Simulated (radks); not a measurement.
Problem. The mean radii <r> (bohr) of the occupied orbitals of an atom or ion are listed with their occupations. All-electron calculation, scalar-relativistic Kohn-Sham, BLYP, spin-polarised, spherical densities, point nucleus. Program: a radial shooting solver on a logarithmic mesh with Libxc functionals.

| orbital | occ. | <r> |
|---|---|---|
| 1s up | 1 | 0.05213 |
| 1s down | 1 | 0.05212 |
| 2s up | 1 | 0.2329 |
| 2s down | 1 | 0.2327 |
| 2p up | 3 | 0.2039 |
| 2p down | 3 | 0.2038 |
| 3s up | 1 | 0.6003 |
| 3s down | 1 | 0.6013 |
| 3p up | 1 | 0.5923 |
| 4p up | 2 | 1.199 |

Name the element and its charge. Open shells, if any, are filled with parallel spins first.

Solution. Z = 29, copper, charge +14: Cu14+ in [Ne] 3s2 3p1 4p2. The 1s radius gives Z: for a bare nucleus <r> = (2 gamma + 1)/(2Z) with gamma = sqrt(1 - (Z/c)^2), 0.05094 bohr for Z = 29, and screening makes it slightly larger (0.05213 here). The occupations add up to 15, and the charge is Z minus that.
